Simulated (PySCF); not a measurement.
Calculated NMR parameters of C#C/C=C(\C#C)NC(C)=O

```yaml
Formula: C8H7NO
SMILES: C#C/C=C(\C#C)NC(C)=O
InChI: InChI=1S/C8H7NO/c1-4-6-8(5-2)9-7(3)10/h1-2,6H,3H3,(H,9,10)/b8-6+
Point_group_of_the_computed_structure: Cs
Degrees_of_unsaturation: 6
Carbon_signals: 8
Proton_signals: 5
```

Atom-mapped SMILES (the numbers label the heavy atoms): `[CH:1]#[C:2]/[CH:3]=[C:4](\[C:5]#[CH:6])[NH:7][C:8]([CH3:9])=[O:10]`. Each H is labelled by its parent atom.

PySCF calculation with geometry from GFN2-xTB and NMR shieldings at PBE0/pcSseg-1/GIAO; single conformer, non-relativistic, isolated molecule, one averaged value for each set of equivalent atoms.

References, each an isolated molecule treated in the same way: ¹H and ¹³C against TMS; ¹⁵N against NH3; ¹⁷O vs H2O.

| carbon | δC, type | δH (multiplicity) | HMBC from (2–3 bonds) | span of the C tensor (ppm) |
| --- | --- | --- | --- | --- |
| C1 | 97.8, CH | 3.24 (d) | H(C3) | 150 |
| C2 | 85.5, C | – | H(C3), H(C1) | 297 |
| C3 | 110.5, CH | 7.72 (d) | H(C1) | 190 |
| C4 | 134.0, C | – | H(C3), H(C6) | 185 |
| C5 | 83.7, C | – | H(C3), H(C6) | 294 |
| C6 | 91.4, CH | 2.92 (s) | – | 172 |
| C8 | 170.0, C | – | H(C9) | 169 |
| C9 | 26.6, CH3 | 2.03 (s) | – | 64 |

Other nuclei:
```tsv
atoms	nucleus	environment	δ (ppm)	σ (ppm)
H(N7)	¹H	hydrogen on an amide-type nitrogen	6.17	25.54
N7	¹⁵N	amide-type nitrogen	161.9	105.9
O10	¹⁷O	amide-type carbonyl oxygen	468.5	-132.4
```

- Carbon types of the structure: 4 × C, 3 × CH, 1 × CH3, leaving 1 H on heteroatoms.
- δC 170.0: amide carbonyl carbon; it is a carbonyl in resonance with an O or N lone pair, the region of acids, esters and amides.
- δC 134.0: alkene carbon bearing nitrogen; as expected for a trigonal carbon in a double bond.
- δC 110.5: β carbon of an enol-ether or enamine type C=C; the O or N lone pair pushes π density onto this β carbon and shields it.
- δC 97.8, 91.4: terminal alkyne carbon; the triple bond shields along its axis, which puts it between sp3 and sp2 carbons.
- δC 85.5, 83.7: alkyne carbon; sp carbons lie upfield of alkene carbons because the cylindrical π system leaves one tensor component strongly shielded.

OH and NH positions are those of a molecule without intermolecular hydrogen bonds; in solution they move with solvent, concentration and temperature, and exchange usually removes their couplings. Shifts are as computed. Against solution values, carbons near 30 ppm lie about +3 ppm off and those near 130 ppm about +5 ppm. Of 1211 compounds with measured shifts, 218 miss one by over three times the rms of a fit or turn the order of signals round; such compounds aren't used in these exercises. Hydrogen bonding in solution shields acid and N–H amide carbonyl oxygens by tens of ppm. The C=O carbon of an acid or of an amide with N–H lies up to 10 ppm further downfield in solution, through hydrogen bonding that the calculation lacks. Unscaled 17O shifts of doubly bonded oxygen tend to come out too high, by tens of ppm or more. Experimental scales use liquid or dissolved standards, which lie at an offset from isolated NH3 (liquid NH3: subtract about 20 ppm) and H2O (liquid H2O: subtract about 36 ppm). Unscaled 15N shifts of sp2 nitrogen come out 20 to 40 ppm too high even then. No couplings were computed; multiplicities are counted from neighbouring protons, with m where these are inequivalent, close in shift, in a saturated or five-membered ring or joined by F or P, and br s for small geminal =CH2 splittings.
